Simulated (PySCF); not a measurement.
Bi(Cl)2(SiH3) (BiCl2H3Si), SMILES [SiH3][Bi]([Cl])[Cl].

Geometry optimised at r2SCAN-D4/def2-SVP. The structure was generated by enumeration; whether it is a known compound was not checked. The def2 effective core potentials stand for the cores of Bi; spin–orbit coupling is left out.

All values below come from C-PCM-ωB97X/def2-SVP (PySCF 2.14.0).

The values are the electrostatic part of the solvation free energy, E(continuum) − E(gas) at the gas-phase geometry, in a cavity of scaled van der Waals radii (PySCF's table); cavitation and dispersion terms are not included. A continuum can't describe solvent molecules that bind to the metal. In vacuum the orbital gap is 9.03 eV. The dipole moment in vacuum is 4.17 D.

```
solvent                ε  ΔG(elec) (kcal/mol)  dipole (D)  gap (eV)
-----------------  -----  -------------------  ----------  --------
water              78.36                 -8.3        5.94      9.19
dimethylsulfoxide  46.83                 -8.2        5.92      9.18
n-hexane            1.88                 -3.4        4.87      9.10
```
